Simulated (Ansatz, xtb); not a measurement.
# C2H4FGa: which of two isomers lies lower

Structure a: `C=[CH][GaH][F]`, a singlet. Structure b: `FC[CH2][Ga]`, a singlet. Both are isolated molecules in the gas phase, relaxed with B3LYP-D3(BJ)/def2-SVP; the shapes shown needn't be the lowest conformers.

a (Å):

```xyz
8

C    -1.0204    1.0863    0.6815
C    -1.8654    0.2367    1.2877
F     0.2157   -1.3716   -0.6739
Ga    0.3241    0.3916   -0.5432
H    -1.1073    2.1595    0.8910
H    -2.6398    0.5790    1.9859
H    -1.8172   -0.8434    1.1097
H     1.4492    1.0331   -1.4139
```

b (Å):

```xyz
8

C    -2.2533    1.9982    0.0134
C    -0.7569    1.9040    0.0293
F    -2.7910    0.9912    0.8993
Ga   -0.3820    0.3044    1.3831
H    -2.6522    2.9511    0.3947
H    -2.7111    1.7862   -0.9653
H    -0.3251    1.6595   -0.9558
H    -0.2665    2.8201    0.3993
```

Quicker runs give these differences E(b) − E(a): GFN2-xTB +8.4 kcal/mol; HF/STO-3G +14.4 kcal/mol (at GFN2-xTB geometries); r2SCAN-D4/def2-SVP +21.6 kcal/mol (at GFN2-xTB geometries).

Problem. Estimate E(b) − E(a) at the level CCSD(T)/def2-TZVP.

Solution. Calculated at CCSD(T)/def2-TZVP: E(b) − E(a) = +26.4 kcal/mol, so structure a lies lower.

Level by level:

```csv
level,geometry,E(b) − E(a) (kcal/mol),departure from the last row (kcal/mol),"job, with rough time for the two"
GFN2-xTB,GFN2-xTB,+8.4,−17.9,"optimisation, 0.17 s"
HF/STO-3G,GFN2-xTB,+14.4,−11.9,"single point, 0.82 s"
r2SCAN-D4/def2-SVP,GFN2-xTB,+21.6,−4.7,"single point, 2.7 s"
B3LYP-D3(BJ)/def2-SVP,B3LYP-D3(BJ)/def2-SVP,+16.8,−9.5,"optimisation, 24 s"
HF/def2-TZVP,B3LYP-D3(BJ)/def2-SVP,+27.1,+0.7,part of the CCSD(T) run
MP2/def2-TZVP,B3LYP-D3(BJ)/def2-SVP,+29.0,+2.6,part of the CCSD(T) run
CCSD(T)/def2-TZVP,B3LYP-D3(BJ)/def2-SVP,+26.4,,"single point, 99 s"
```

As drawn, b has 1 C–F, 1 C–C, 1 C–H in place of 1 C=C, 1 F–Ga, 1 Ga–H.

None of the levels shown reverses the order. The largest departure from CCSD(T)/def2-TZVP is that of GFN2-xTB, 17.9 kcal/mol.

With harmonic frequencies from B3LYP-D3(BJ)/def2-SVP (ideal gas, rigid rotor, one conformer each, 400 K, 1 atm): the zero-point term adds +3.1 kcal/mol; ΔH is +29.0 and ΔG +29.3 kcal/mol.

The correlated steps freeze 12 core orbitals; the filled d shell of Ga is correlated, in a basis made for valence electrons. Run with Ansatz 0.2.0, xtb 6.7.1; the last row on 2 threads of Arm Neoverse V2 on a shared host.
